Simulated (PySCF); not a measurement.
Xenon: a sound run and one with changed settings

Sound run: Xe [Xe], Xe⁺ [Kr] 4d10 5s2 5p5. Computed with PySCF 2.14 in cc-pVDZ-PP with ECP28MDF, with scalar relativity through the core potential. In the sound run the correlated levels freeze 4s2 4p6 4d10 outside the core potential. The sound run starts from symmetry-adapted Hartree-Fock orbitals and uses a fine grid where one is needed.

Changed run: initial guess atom, at most 3 SCF cycles. This setting is unsound on purpose.

```
species   method  sound run (hartree)  changed run (hartree)  converged
     Xe      UHF           -328.29085             -328.29085        yes
     Xe   M06-2X           -329.28517             -329.28517         no
     Xe     MN15           -328.53953             -328.53953         no
     Xe      MP2           -328.39019             -328.39019        yes
     Xe  CCSD(T)           -328.39975             -328.39975        yes
    Xe⁺      UHF           -327.86494             -327.86487         no
    Xe⁺   M06-2X           -328.83097             -328.83095         no
    Xe⁺     MN15           -328.08942             -328.08941         no
```

The SCF was stopped early; the energies are upper bounds that still move, and correlated levels were skipped or rest on poor orbitals.
